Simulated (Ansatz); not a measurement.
Molecule: sum formula SnOF, net charge 0, doublet state. It need not be the lowest isomer of its formula. 
Coordinates optimised at B3LYP-D3(BJ)/def2-TZVP (Ansatz, a quantum-chemistry and plane-wave program):
```
Sn
F 1 1.9516
O 1 2.0063 2 96.20
```
Charge 0, spin multiplicity 2.

Basis-set convergence of Hartree-Fock and MP2 correlation energies (hartree) with Ansatz. Correlated levels leave the core frozen unless marked. Open shells are spin-unrestricted. No spin-orbit coupling. Frozen are the shells of the preceding noble gas and the d and f shells that filled before the atom's block. Past Kr the def2 sets carry scalar-relativistic core potentials.

| basis | functions | E(HF) | E(corr, MP2) |
|---|---|---|---|
| def2-SVP | 54 | -387.50401 | -0.39349 |
| def2-TZVPP | 112 | [?] | [?] |

### Question
What belongs in the gaps?

### Answer

- def2-TZVPP, E(HF): -387.74595
- def2-TZVPP, E(corr, MP2): -0.52221
